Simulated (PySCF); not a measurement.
Computed with B3LYP-D3(BJ)/def2-TZVP // BP86-D3(BJ)/def2-SVP (PySCF). Isolated molecules, 0 K electronic values unless said otherwise. B3LYP has the VWN-RPA correlation part, as in Gaussian. 

Reference species: [Zn(Cl)2] (neutral, multiplicity 1).

* **charge on the central atom (meta-Löwdin)**: 1.23 e
* **coordination number**: 2
* **HOMO–LUMO gap**: 6.75 eV

Changed species: [Zn(Cl)(H)] (1 of 2 Cl replaced by H; the reference has 0 of 2 Cl replaced by H).

Problem. What does the change do to the charge on the central atom (meta-Löwdin), coordination number and HOMO–LUMO gap?

Solution. the charge on the central atom (meta-Löwdin) falls by 0.21 e, to 1.02 e; the coordination number stays essentially unchanged; the HOMO–LUMO gap increases by 0.93 eV, to 7.68 eV.
